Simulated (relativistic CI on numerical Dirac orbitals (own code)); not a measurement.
# Re⁶⁺: O2,3 absorption edge

Computed with this model: Dirac-Coulomb-Breit CI, orbitals from a KLI potential per configuration, model QED (radiative potential, 1s self-energy scaled to tabulated hydrogen-like ionisation energies), valence Slater integrals scaled by 0.9, multiplet model of core-to-valence dipole absorption; configurations [Xe] 4f14 5d → [Kr] 4d10 4f14 5s2 5p5 5d2; 10 K; Lorentzian 1 eV and Gaussian 0.3 eV FWHM. Energies are those of the free ion, without screening or charge transfer. The branching ratio is the share of the lower-energy edge in the whole absorption, uncertain by about 0.02 where the edges overlap. S is read from ⟨S²⟩ = S(S + 1).

Field parameters in Wybourne normalisation: Oh B⁴₀ = 21Dq, B⁴₄ = √(5/14) B⁴₀. The field is a parameter set, without covalency.

Computed curve for free ion, scaled to 100 at the maximum (points under 2 are left out and the grid is thinned):

```csv
Energy (eV),Intensity
44.00,2.1
45.25,2.1
46.00,3.6
46.50,3.8
47.25,5.1
47.75,8.6
48.25,18.7
49.00,39.0
49.50,29.5
50.00,15.5
50.75,14.9
51.25,27.6
52.00,18.8
52.50,8.9
53.00,5.7
53.75,4.6
54.25,5.0
55.00,7.8
55.50,13.3
56.00,29.3
56.75,69.4
57.25,33.8
57.75,15.6
58.50,9.6
59.00,9.3
59.75,9.7
60.25,16.5
60.75,19.6
61.50,12.2
62.00,16.2
62.75,38.7
63.25,52.8
63.75,97.8
64.50,47.2
65.00,20.2
65.50,10.7
66.25,5.5
66.75,3.9
67.50,2.6
68.00,2.0
```

The ground state has S = 0.50, and the centroid lies at 57.97 eV.
